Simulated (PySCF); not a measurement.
Electron correlation in Rb (rubidium, neutral)

[Kr] 5p1, 2P determinant (an excited configuration). All numbers are calculated (PySCF 2.14, the spin-free X2C one-electron Hamiltonian (Gaussian nucleus), in aug-cc-pwCVTZ-X2C (10s9p7d3f, 93 functions)). Frozen: [Ar] 3d10; 9 electrons correlated.

| level | correlation energy (mhartree) |
| --- | --- |
| CCSD | -176.42 |
| (T) | -4.36 |
| CCSD(T) | -180.78 |

Diagnostics: T1 = 0.015, D1 = 0.0634, largest double amplitude 0.020.

Cost of the coupled-cluster step: of the order of 40 core-seconds, for 9 correlated electrons.
